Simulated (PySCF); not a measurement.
## TPSS on Be⁺ (beryllium, charge +1)

Configuration: [He] 2s1, 2S determinant. Calculation: PySCF 2.14, in aug-cc-pVDZ-DK; scalar relativity by spin-free X2C-1e.

- Total energy: -14.3383 hartree
- One-electron energy: -17.5949 hartree
- Hartree (Coulomb) energy: 5.8164 hartree
- Exchange-correlation energy: -2.5598 hartree
- ⟨S²⟩: 0.7500
- ⟨L²⟩: 0.000
- Sum of ⟨r⟩: 3.123 bohr
- Sum of ⟨r²⟩: 6.595 bohr²
- Langevin diamagnetic susceptibility: -5.22 ×10⁻⁶ cm³/mol
- Time after the integrals: 0.07 s of wall time on 1 thread of Neoverse-V1 (shared host)

```csv
shell,electrons,mean orbital energy (eV),"rms radius, mean of both spins (bohr)"
1s α,1,-119.67,0.486
1s β,1,-119.27,0.486
2s α,1,-14.541,2.47
```
